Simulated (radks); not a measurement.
Results of a calculation; reference values are marked as such.
Q: The iron ion Fe3+, [Ar] 3d5. Code: a radial shooting solver on a logarithmic mesh with Libxc functionals. Model: non-relativistic Kohn-Sham, PBE, spin-polarised, spherical densities, point nucleus. Every spin shell is full or empty, so the densities are truly spherical. Functionals are evaluated on that one density, not self-consistently. Rank these exchange functionals by their error against the exact value of the orbitals, and give that value: LDA, B88, OPTX, AM05, B86b, G96, EV93, SCAN, TASK.

A: Exact: -53.6410 hartree. From best to worst, with 100 (|E| - |E exact|)/|E exact| (equal figures are ties): B88 +0.06, B86b +0.09, G96 +0.26, SCAN +0.28, EV93 +0.49, OPTX +0.55, TASK -2.67, AM05 -5.85, LDA -6.53.
